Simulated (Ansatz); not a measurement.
`[NH2][Sn]([NH2])([NH2])[F]` + `ClCI` → `[NH2][Sn]([NH2])([NH2])[Cl]` + `FCI`  (formal exchange of groups at the Sn–F bond)

Calculated with Ansatz (gas phase, PBE0-D4/def2-TZVP geometries, no zero-point term in ΔE). CBS: MP2 limit from def2 TZ/QZ plus the TZ coupled-cluster correction, frozen cores. Functionals use def2-TZVPP. B3LYP here is the variant with VWN-RPA as its local correlation; programs differ in this. HSE06 is defined as in plane-wave codes. def2 core potentials past Kr. For I, Sn outer-core shells are correlated without core-valence functions, which leaves a few kJ/mol of doubt a bond. One conformer a species, not always the lowest.

```csv
level,ΔE (kJ/mol),difference from CCSD(T)/CBS
LDA (SPW92),-22.4,-11.9
PBE-D4,-18.7,-8.2
revPBE-D4,-16.4,-5.9
BLYP-D4,-16.8,-6.3
r2SCAN-D4,-21.9,-11.4
PBE0-D4,-22.3,-11.8
r2SCANh-D4,-22.7,-12.2
r2SCAN0-D4,-23.9,-13.4
HSE06-D4,-22.8,-12.3
BHLYP-D4,-24.1,-13.6
CAM-B3LYP-D4,-18.5,-8.0
ωB97X-V,-17.1,-6.6
ωB97M-V,-18.1,-7.6
B2PLYP,-15.6,-5.1
PBE-QIDH,-18.4,-7.9
PBE,-18.2,-7.7
revPBE,-17.8,-7.3
BLYP,-16.8,-6.3
r2SCAN,-21.5,-11.0
PBE0,-21.6,-11.1
B3LYP,-19.7,-9.2
r2SCANh,-22.3,-11.8
r2SCAN0,-23.4,-12.9
HSE06,-22.2,-11.7
BHLYP,-23.1,-12.6
LC-ωPBE,-12.1,-1.6
RPA@PBE/def2-TZVPP,-15.3,-4.8
HF/def2-SVP,-46.7,-36.2
MP2/def2-SVP,-18.9,-8.4
CCSD/def2-SVP,-26.8,-16.3
HF/def2-TZVPP,-30.5,-20.0
MP2/def2-TZVPP,-10.6,-0.1
SCS-MP2/def2-TZVPP,-11.3,-0.8
CCSD/def2-TZVPP,-17.3,-6.8
HF/def2-QZVPP,-28.1,-17.6
MP2/def2-QZVPP,-6.6,3.9
SCS-MP2/def2-QZVPP,-7.7,2.8
HF/CBS(def2),-27.7,-17.2
MP2/CBS(def2),-5.2,5.3
CCSD/CBS(def2),-12.0,-1.5
CCSD(T)/CBS,-10.5,0
```

Largest T1 diagnostic among the species: 0.013.

At CCSD(T), def2-SVP lies −15.7 kJ/mol from the extrapolated value and def2-TZVPP −5.4 kJ/mol. In def2-TZVPP, CCSD(T) changes the Hartree–Fock value by +14.6 kJ/mol (the triples alone add +1.4 kJ/mol) and MP2 by +19.9 kJ/mol. Leaving LDA and LC-ωPBE aside and taking each functional with its dispersion term where it has one, the values spread over 8.5 kJ/mol, from BHLYP-D4 to B2PLYP. LDA lies −4.2 kJ/mol from PBE without D4.
